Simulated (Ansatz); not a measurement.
# Redistribution: C3H7I + C3H6FI → C2H4I2 + C4H9F

Species: C3H7I `CCCI`, singlet; C3H6FI `CC(I)CF`, singlet; C2H4I2 `ICCI`, singlet; C4H9F `CC(C)CF`, singlet. The partners trade CH3 for I; both sit on C, so the bond types are kept.

Shapes, held fixed at every level: PBE0-D4/def2-TZVP. Flexible molecules stand in one conformer, not always the lowest. Programs: Ansatz 0.2.0. Electronic energies: no zero-point or thermal term.

```json
{"level": "PBE-D4/def2-TZVPP", "kind": "GGA", "ΔE (kJ/mol)": "-5.8", "less CCSD(T)/def2-TZVPP": "+0.1"}
{"level": "r2SCAN-D4/def2-TZVPP", "kind": "meta-GGA", "ΔE (kJ/mol)": "-6.3", "less CCSD(T)/def2-TZVPP": "-0.4"}
{"level": "B3LYP-D4/def2-TZVPP", "kind": "global hybrid", "ΔE (kJ/mol)": "-6.5", "less CCSD(T)/def2-TZVPP": "-0.6"}
{"level": "wB97M-V/def2-TZVPP", "kind": "range-separated hybrid", "ΔE (kJ/mol)": "-4.7", "less CCSD(T)/def2-TZVPP": "+1.2"}
{"level": "wB97X-V/def2-TZVPP", "kind": "range-separated hybrid", "ΔE (kJ/mol)": "-4.9", "less CCSD(T)/def2-TZVPP": "+1.0"}
{"level": "B2PLYP/def2-TZVPP", "kind": "double hybrid", "ΔE (kJ/mol)": "-7.9", "less CCSD(T)/def2-TZVPP": "-2.0"}
{"level": "CCSD(T)/def2-TZVPP", "kind": "coupled cluster or CI", "ΔE (kJ/mol)": "-5.9", "less CCSD(T)/def2-TZVPP": "0.0"}
```

The highest level, CCSD(T)/def2-TZVPP, gives ΔE = -5.9 kJ/mol; the levels span -7.9 to -4.7. The column of differences is taken from that level and isn't an error. No measured value is set beside it here. For atoms past krypton def2 sets carry core potentials with scalar relativity. Correlated rows may include outer-core shells of I, which these sets cover unevenly.
